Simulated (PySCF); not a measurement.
# What went wrong, or what changed?

The sound run of [Er(H2O)7]3+ (singlet in the valence; each metal's 4f electrons, 11 of them, lie in its core potential, out of spins and levels) uses PySCF 2.14.0, RKS r2SCAN, Er lcecp-1-SVP with ECP57, O def2-SVP, H def2-SVP; non-relativistic Hamiltonian with scalar-relativistic core potentials where named; density fitting; no spin-orbit coupling, grid (50, 194), threshold 1e-8 and 55 cycles at the relaxed geometry. This run, with dm0 from free metal ions and neutral atoms, differs:

```python
mol = gto.M(atom='''
Er    -0.00078    -0.00000     0.00000
O     -0.00312     0.00000     2.34994
H      0.76294     0.00000     2.95901
H     -0.77083     0.00000     2.95698
O     -0.00312    -0.00000    -2.34994
H      0.76294    -0.00000    -2.95901
H     -0.77083    -0.00000    -2.95698
O      2.42156    -0.00000    -0.00000
H      3.02888     0.00000     0.76324
H      3.02888    -0.00000    -0.76324
O      0.74511     2.28774    -0.00000
H      0.91017     2.86566     0.76807
H      0.91017     2.86566    -0.76807
O     -1.95344     1.42434    -0.00000
H     -2.42009     1.80924     0.76517
H     -2.42009     1.80924    -0.76517
O     -1.95344    -1.42434     0.00000
H     -2.42009    -1.80924     0.76517
H     -2.42009    -1.80924    -0.76517
O      0.74511    -2.28774     0.00000
H      0.91017    -2.86566     0.76807
H      0.91017    -2.86566    -0.76807''',
    basis={'Er': 'lcecp-1-SVP', 'O': 'def2-SVP', 'H': 'def2-SVP'},
    ecp={'Er': 'lcecp-1-SVP'},
    charge=7, spin=0)
mf = dft.RKS(mol, xc='R2SCAN')
mf.grids.atom_grid = (50, 194)  # f atoms: unpruned, at least (60, 302)
mf = mf.density_fit()  # fitting sets: Er AutoAux, O def2-universal-JKFIT, H def2-universal-JKFIT
mf.conv_tol = 1e-08; mf.max_cycle = 92
mf.kernel(dm0)
```

**Question.** What was changed, and how did it end?

**Answer.** The charge was changed. The SCF did not converge. The cycle limit differs too. These settings are unsound on purpose: the numbers aren't the compound's.
```
init E= -541.004476018756
cycle= 1 E= -563.447306768204  delta_E= -22.4  |g|= 4.51  |ddm|= 4.94
cycle= 2 E= -553.056285681668  delta_E= 10.4  |g|= 6.88  |ddm|= 7.41
cycle= 3 E= -564.795329461947  delta_E= -11.7  |g|= 2.59  |ddm|= 6.54
cycle= 4 E= -565.342796496919  delta_E= -0.547  |g|= 2.55  |ddm|= 3.14
cycle= 5 E= -565.325037050678  delta_E= 0.0178  |g|=  2.5  |ddm|= 2.79
...
cycle= 89 E= -566.522239496809  delta_E= 0.203  |g|=  1.4  |ddm|= 1.92
cycle= 90 E= -562.736291329097  delta_E= 3.79  |g|= 2.71  |ddm|= 2.73
cycle= 91 E= -566.166649705213  delta_E= -3.43  |g|= 1.61  |ddm|= 1.98
cycle= 92 E= -566.651936698945  delta_E= -0.485  |g|= 1.37  |ddm|=  1.9
SCF not converged.
```

Run from Python with OMP_NUM_THREADS=4; the lines above give its settings.
It took 120 s on 4 threads of Intel(R) Xeon(R) Platinum 8375C CPU @ 2.90GHz (Ice Lake) (shared host).

No frequency check is given that shows the relaxed geometry to be a minimum. An lcecp potential fixes the number of 4f electrons, so in runs with it no electron can move into or out of that shell.
